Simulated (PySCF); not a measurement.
Simulated Si 2p region for CH10Si3 (HC(SiH3)3), binding energy against the vacuum level.

Every computed line was given a Gaussian of 0.5 eV full width at half maximum and an area set by the number of equivalent atoms (split 2:1 within a doublet); the highest printed point is 100. Theory: delta-SCF UKS SCAN, pcX-2 on the ionised atom, pcseg-1 elsewhere, spin-free X2C in PySCF 2.14.0.

binding energy (eV), intensity and a bar:
```
    106.1          1 
    106.2          3 #
    106.3          9 ###
    106.4         22 #######
    106.5         44 #############
    106.6         72 ######################
    106.7         95 ############################
    106.8        100 ##############################
    106.9         86 ##########################
    107.0         65 ###################
    107.1         49 ###############
    107.2         46 ##############
    107.3         50 ###############
    107.4         51 ###############
    107.5         44 #############
    107.6         31 #########
    107.7         18 #####
    107.8          8 ##
    107.9          3 #
    108.0          1 
    108.1          0
```

Question: How many maxima does the curve show, and how many computed lines lie under it?

Answer: The curve has 2 maxima (at 106.8 and 107.4 eV). Under it lie 2 lines from 1 inequivalent silicon site, drawn as a 2p3/2, 2p1/2 pair.

Question: Decompose the envelope and assign each component. Bonds: C1–Si2, C1–Si3, C1–Si4. Hydrogens: H5 on C1; H6, H7, H8 on Si2; H9, H10, H11 on Si3; H12, H13, H14 on Si4.

Answer: 
```csv
position (eV),relative area,line,atoms,environment
106.77,2.00,Si 2p3/2,Si2/Si3/Si4,silicon bonded to C and 3 H
107.39,1.00,Si 2p1/2,Si2/Si3/Si4,silicon bonded to C and 3 H
```

The curve has no shake-up lines and no vibrational structure. The first atom of each set that the bonding makes equivalent was ionised and stands for the set. 2p3/2 and 2p1/2 are the ΔSCF energy of one spin-free 2p hole plus the eigenvalues of a spin–orbit and ligand-field matrix of the shell. 2p1/2 minus 2p3/2 (ligand field included): Si 0.62 eV. Isolated species at its PBE0-D3(BJ)/def2-SVP geometry, gas phase.
